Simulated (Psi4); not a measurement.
CuF$_{2}$ (SMILES [F][Cu][F]), doublet, geometry from GFN2-xTB (such geometries of metal compounds can be far from the true shape). Base run: HF/STO-3G (Psi4).

Input for Psi4:
```
memory 2 GB

molecule {
0 2
  Cu    0.00000000    0.00000000    0.00000000
  F     0.00000000    0.00000000    1.70113360
  F    -0.00000000   -0.00000000   -1.70113360
}

set basis sto-3g
set reference uhf

energy('scf')
print_variables()
```

The base run was repeated with changes; each row names its change, and settings that it needs were set with it.

```json
[
 {"change": "base", "ΔE vs base (eV)": "0.00", "point group used": "d2h", "SCF cycles": "28", "outcome": "converged"},
 {"change": "symmetry = c2h", "ΔE vs base (eV)": "0.00", "point group used": "c2h", "SCF cycles": "23", "outcome": "converged"},
 {"change": "jitter_ang = 0.002", "ΔE vs base (eV)": "0.02", "point group used": "cs", "SCF cycles": "61", "outcome": "converged"},
 {"change": "molecule keys = symmetry c1, no_reorient, no_com", "ΔE vs base (eV)": "-", "point group used": "-", "SCF cycles": "-", "outcome": "not converged"},
 {"change": "molecule keys = symmetry c1", "ΔE vs base (eV)": "-", "point group used": "-", "SCF cycles": "-", "outcome": "not converged"},
 {"change": "symmetry = c2v", "ΔE vs base (eV)": "4.92", "point group used": "c2v", "SCF cycles": "51", "outcome": "converged"},
 {"change": "molecule keys = no_reorient", "ΔE vs base (eV)": "0.00", "point group used": "d2h", "SCF cycles": "28", "outcome": "converged"}
]
```

Open shells are given as the SCF converged; they aren't shown to be the lowest states, and a large step between rows can be another state.
